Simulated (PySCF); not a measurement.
Which determinant of CSe lies lowest?

Unrestricted PBE0; C pcseg-1, Se pcseg-1; no relativity (PySCF 2.14). Outer shells of the fragments: C 2s2 2p2; Se 3d10 4s2 4p4.

Followed along the bond (rough minima from three points):

| 2Ms+1 | unpaired | ⟨S²⟩ at the start | R at minimum (Å) | Te (eV) |
| --- | --- | --- | --- | --- |
| 1 | none | 0.00 | 1.68 | 0.00 |
| 3 | σ ↑, π ↑ | 2.10 | 1.73 | 2.79 |
| 5 | σ ↑, π ↑↑↑ | 6.01 | none in the scan | ≤ 4.79 |

Solutions found at the starting distance of 1.825 Å, counted from the lowest of them; the search is not exhaustive and high or unbound solutions are not listed, so other states can lie among these:

```
2Ms+1  unpaired   term  E (eV)  ⟨S²⟩  ⟨Lz²⟩  μ (D)
    1      none    ¹Σ⁺    0.00  0.00   0.00   1.50
    3  σ ↑, π ↑     ³Π    2.57  2.10   1.00   0.31
    3      π ↑↑  mixed    2.74  2.01   2.01   2.18
    1  σ ↑, π ↓  mixed    3.14  1.01   1.02   0.70
    3      π ↑↑  mixed    3.27  2.01   2.01   1.89
    1      π ↑↓  mixed    3.38  1.01   2.01   1.79
```

A term symbol is given only where ⟨S²⟩ and ⟨Lz²⟩ are close to those of a pure state; real π, δ and φ orbitals otherwise mix terms. A positive dipole means C(−)Se(+).

**Question.** Compare the gap between the two lowest followed solutions at the starting distance with the gap between their minima.

**Answer.** At PBE0 the second solution (triplet, unpaired electrons σ ↑, π ↑) lies +2.57 eV from the first (singlet, closed shell) at 1.825 Å and +2.79 eV at the minima; the two curves relax by different amounts, since their minima lie near 1.73 and 1.68 Å.

Counting both spins, an empty level lies below a filled one in some of these solutions, because spin and occupation are held.
